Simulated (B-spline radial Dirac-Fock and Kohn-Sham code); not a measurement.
K-line shifts caused by a second vacancy in Gd⁶⁺

System: Gd⁶⁺, configuration [Kr] 4d10 4f6 5s2 5p4.

Calculated with a radial finite-basis atomic code, using Dirac-Fock energy differences between relaxed states, corrected for Breit and QED terms. Each two-hole energy is an average over J within one jj subconfiguration, not an observable level; in light atoms, where LS coupling holds, the j-resolved values are not observed lines, and for a K spectator the Kα1 hypersatellite is nearly forbidden. Correlation and solid-state effects are left out.

Lines without a spectator: Kα2 (K-L2) 42305.8 eV, Kα1 (K-L3) 42993.5 eV, Kβ3 (K-M2) 48544.1 eV, Kβ1 (K-M3) 48687.6 eV. Shifts in eV with one spectator hole (a dash: not computed, or left out as unreliable):

| spectator hole | Kα2 | Kα1 | Kβ3 | Kβ1 |
| --- | --- | --- | --- | --- |
| K (1s) | +796.0 | +839.6 | +1025.1 | +1035.0 |
| L2 (2p1/2) | +95.8 | +125.2 | – | +250.2 |
| L3 (2p3/2) | +81.6 | +85.7 | +203.4 | – |
| M2 (3p1/2) | – | +17.93 | +37.3 | +44.3 |
| M3 (3p3/2) | +11.23 | – | +34.4 | +34.3 |
| M4 (3d3/2) | +3.41 | +0.06 | – | – |
| M5 (3d5/2) | -1.13 | +1.97 | – | – |

Run: 65 s of CPU time on 1 thread of Neoverse-N1 (shared host), peak memory 0.50 GiB.
